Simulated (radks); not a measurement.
Q: Tc3+, 40 electrons, occupied as [Kr] 4d4 (the NIST ground configuration). Calculated with a radial shooting solver on a logarithmic mesh with Libxc functionals: Dirac Kohn-Sham, BLYP, spin-unpolarised, spherical densities, finite nucleus; open shells fill j = l - 1/2 first; Fermi nuclear charge, rms radius 4.4112 fm. Some entries of the table are withheld. Estimate them.

orbital,occ.,eigenvalue (eV),<1/r> (bohr^-1)
1s1/2,2,-20892.17,44.71
2s1/2,2,(1),(2)
2p1/2,2,-2775.120,10.18
2p3/2,4,-2656.797,9.669
3s1/2,2,-548.6987,3.507
3p1/2,2,-459.7954,3.408
3p3/2,4,-440.0057,3.284
3d3/2,4,(3),3.102
3d5/2,6,(4),3.070
4s1/2,2,-103.3449,1.306
4p1/2,2,-77.1358,(5)
4p3/2,4,-74.1005,(6)
4d3/2,4,-35.1484,0.8695
4d5/2,0,-34.8027,0.8614
5s1/2,0,(7),0.4958
5p1/2,0,(8),0.4315
5p3/2,0,(9),0.4230

A: 
(1) 2s1/2 eigenvalue (eV): -3006.481
(2) 2s1/2 <1/r> (bohr^-1): 10.20
(3) 3d3/2 eigenvalue (eV): -282.6316
(4) 3d5/2 eigenvalue (eV): -278.8263
(5) 4p1/2 <1/r> (bohr^-1): 1.190
(6) 4p3/2 <1/r> (bohr^-1): 1.154
(7) 5s1/2 eigenvalue (eV): -27.9779
(8) 5p1/2 eigenvalue (eV): -21.9420
(9) 5p3/2 eigenvalue (eV): -21.4988
